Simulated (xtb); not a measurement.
xtb input (GFN2-xTB):

```bash
xtb mol.xyz --gfn 2 --sp --chrg 1 --uhf 0
```
mol.xyz:
```
4

Cl    -0.34907804    -0.66587059     2.21787998
Si    -0.41024309    -0.59391530     0.15933548
Br     1.66352103    -0.77516888    -0.65186621
Br    -1.32987161     1.33615785    -0.48912397
```

End of the output:

```
         :::::::::::::::::::::::::::::::::::::::::::::::::::::
         ::                     SUMMARY                     ::
         :::::::::::::::::::::::::::::::::::::::::::::::::::::
         :: total energy             -14.043223962004 Eh    ::
         :: gradient norm              0.076868449108 Eh/a0 ::
         :: HOMO-LUMO gap              1.955428374081 eV    ::
         ::.................................................::
         :: SCC energy               -14.061247496902 Eh    ::
         :: -> isotropic ES            0.129119023903 Eh    ::
         :: -> anisotropic ES         -0.001675502494 Eh    ::
         :: -> anisotropic XC         -0.020492918959 Eh    ::
         :: -> dispersion             -0.004706861771 Eh    ::
         :: repulsion energy           0.018023534897 Eh    ::
         :: add. restraining           0.000000000000 Eh    ::
         :: total charge               1.000000000000 e     ::
         :::::::::::::::::::::::::::::::::::::::::::::::::::::

           -------------------------------------------------
          |                Property Printout                |
           -------------------------------------------------

    * Orbital Energies and Occupations

         #    Occupation            Energy/Eh            Energy/eV
      -------------------------------------------------------------
         1        2.0000           -1.2782971             -34.7842
         2        2.0000           -1.0739077             -29.2225
         3        2.0000           -1.0443178             -28.4173
         4        2.0000           -0.8809632             -23.9722
         5        2.0000           -0.7144447             -19.4410
         6        2.0000           -0.7103414             -19.3294
         7        2.0000           -0.6880385             -18.7225
Note: The following floating-point exceptions are signalling: IEEE_DENORMAL
normal termination of xtb
         8        2.0000           -0.6756588             -18.3856
         9        2.0000           -0.6677529             -18.1705
        10        2.0000           -0.6581904             -17.9103
        11        2.0000           -0.6567933             -17.8723
        12        2.0000           -0.6532167             -17.7749 (HOMO)
        13                         -0.5813560             -15.8195 (LUMO)
        14                         -0.4508861             -12.2692
        15                         -0.4457238             -12.1288
        16                         -0.4232551             -11.5174
        17                         -0.2883961              -7.8477
        18                         -0.2882056              -7.8425
        19                         -0.2597472              -7.0681
        20                         -0.2329053              -6.3377
        21                         -0.2268390              -6.1726
        22                         -0.2191769              -5.9641
        23                         -0.2187517              -5.9525
       ...                                ...                  ...
        36                          0.7891556              21.4740
      -------------------------------------------------------------
                  HL-Gap            0.0718607 Eh            1.9554 eV
             Fermi-level           -0.6172863 Eh          -16.7972 eV

     #   Z          covCN         q      C6AA      α(0)
     1  17 Cl       0.814     0.099    96.172    15.002
     2  14 Si       2.457     0.624   170.496    28.548
     3  35 Br       0.847     0.138   181.030    21.693
     4  35 Br       0.847     0.138   181.030    21.693

 Mol. C6AA /au·bohr⁶  :       2438.132414
 Mol. C8AA /au·bohr⁸  :     147880.982844
 Mol. α(0) /au        :         86.936044

Wiberg/Mayer (AO) data.
largest (>0.10) Wiberg bond orders for each atom

 ---------------------------------------------------------------------------
     #   Z sym  total        # sym  WBO       # sym  WBO       # sym  WBO
 ---------------------------------------------------------------------------
     1  17 Cl   1.599 --     2 Si   1.363     3 Br   0.118     4 Br   0.118
     2  14 Si   4.023 --     1 Cl   1.363     3 Br   1.330     4 Br   1.330
     3  35 Br   1.587 --     2 Si   1.330     4 Br   0.139     1 Cl   0.118
     4  35 Br   1.587 --     2 Si   1.330     3 Br   0.139     1 Cl   0.118
 ---------------------------------------------------------------------------

Topologies differ in total number of bonds
Writing topology from bond orders to xtbtopo.mol

molecular dipole:
                 x           y           z       tot (Debye)
 q only:       -0.462      -0.679       0.306
   full:       -1.025      -1.551       1.273       5.727
molecular quadrupole (traceless):
                xx          xy          yy          xz          yz          zz
 q only:        0.533      -1.334      -0.272      -0.952      -1.212      -0.261
  q+dip:       -4.816       3.660      -2.085      -0.235      -1.434       6.901
   full:       -4.693       4.736      -1.279       0.261      -0.711       5.972

           -------------------------------------------------
          | TOTAL ENERGY              -14.043223962004 Eh   |
          | GRADIENT NORM               0.076868449108 Eh/α |
          | HOMO-LUMO GAP               1.955428374081 eV   |
           -------------------------------------------------

------------------------------------------------------------------------
------------------------------------------------------------------------
 total:
 SCF:
```

This state (charge 1, singlet) is run at the relaxed geometry of the species with charge 0 and multiplicity 2.
